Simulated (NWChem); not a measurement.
**Correlation energy of ClSi (+1)**

```
Si
Cl 1 1.9939
```
Charge +1, spin multiplicity 1.

All runs are NWChem calculations. Structure: optimised with PBE/def2-SVP, a minimum by its harmonic frequencies.

Basis set: def2-SVP. Each correlation energy counts from its own Hartree-Fock reference.

```csv
method,correlation energy (mHa),difference from CCSD(T)
CR-CCSD(T),-225.2,+1.3
MP2,-193.9,+32.6
CCSDT,-227.4,-0.8
SCS-MP2,-192.0,+34.5
CCSD+T(CCSD),-227.1,-0.6
CCSD(T),-226.5,0.0
CR-CCSD[T],-225.7,+0.8
CCSD,-219.1,+7.4
```

The values span 35.4 mHa, from CCSDT (lowest) to SCS-MP2 (highest). 

The correlated methods keep 10 core orbitals frozen. The structure started from a generated list of species. Differences from the coupled-cluster row are differences between methods, not errors against experiment.
